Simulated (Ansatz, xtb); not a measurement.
# Relaxing a trial structure of CO3Sn

The starting geometry of this gas-phase singlet was built from a drawn formula by distance geometry and a force field; its bonds are those of `O=[C]1[O][Sn]1=[O]`.

| atom | x (Å) | y (Å) | z (Å) |
| --- | --- | --- | --- |
| C | -0.0619 | 0.9044 | 2.7904 |
| O | -0.7248 | 1.1443 | 3.8450 |
| O | 1.3218 | 0.6738 | 2.1730 |
| O | -0.7542 | 0.4869 | -0.7721 |
| Sn | -0.0538 | 0.6152 | 0.8675 |

**Question.** Predict what it relaxes into with r2SCAN-D4/def2-SVP.

**Answer.** It loosens into CO2 + OSn, which stay close as a complex. Distances that change by over a tenth: C1–O3 (1.53 → 1.17 Å). Contacts that open: C1–Sn5 (1.94 → 3.62 Å), O3–Sn5 (1.90 → 3.19 Å).

The energy falls by 5.09 eV over 42 steps:

```tsv
step	E − E(last) (eV)
1	5.088
6	0.657
10	0.209
15	0.186
19	0.169
24	0.160
28	0.142
33	0.112
37	0.016
42	0.000
```

Final geometry (Å):

```json
{"atom": "C", "x (Å)": "0.1161", "y (Å)": "0.9140", "z (Å)": "2.9732"}
{"atom": "O", "x (Å)": "1.2445", "y (Å)": "0.8945", "z (Å)": "3.2429"}
{"atom": "O", "x (Å)": "-1.0371", "y (Å)": "0.9441", "z (Å)": "2.7741"}
{"atom": "O", "x (Å)": "0.5615", "y (Å)": "0.5398", "z (Å)": "0.3032"}
{"atom": "Sn", "x (Å)": "-1.1580", "y (Å)": "0.5323", "z (Å)": "-0.3896"}
```

From the same start GFN2-xTB reaches the same bonding as this run.

No frequencies were run, so the end isn't proven a minimum. Atoms past krypton carry core potentials, without spin–orbit terms. Run with Ansatz 0.2.0, 2.2 min on 1 thread of Arm Neoverse V1, on a shared host.
